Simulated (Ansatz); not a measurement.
```xyz
11

B     1.280   -0.184   -0.524
C    -0.205   -0.303   -0.108
C    -1.216    0.795   -0.155
F    -0.818   -1.517   -0.167
S     0.857   -0.206    1.498
H     1.883   -1.167   -0.829
H     1.685    0.912   -0.778
H    -1.657    0.809   -1.155
H    -2.011    0.643    0.578
H    -0.739    1.760    0.019
H     0.943   -1.540    1.621
```

The species carries charge 0 and has multiplicity 1. The bonds changed during the relaxation, so this is another structure than the one it started from.

Problem. List the PBE/def2-TZVPP orbital energies in eV (Ansatz). (Estimate.)

Solution. Ansatz gave: Occupied: -2396.90, -660.40, -271.94, -269.28, -209.83, -176.25, -155.98, -155.87, -155.77, -30.67, -20.53, -18.48, -15.36, -13.57, -12.19, -11.78, -10.57, -10.40, -9.84, -9.80, -8.75, -7.76, -7.22, -6.76. Lowest empty: -1.45, -0.44, -0.38, 0.72, 1.28, 1.93, 2.21, 2.48.
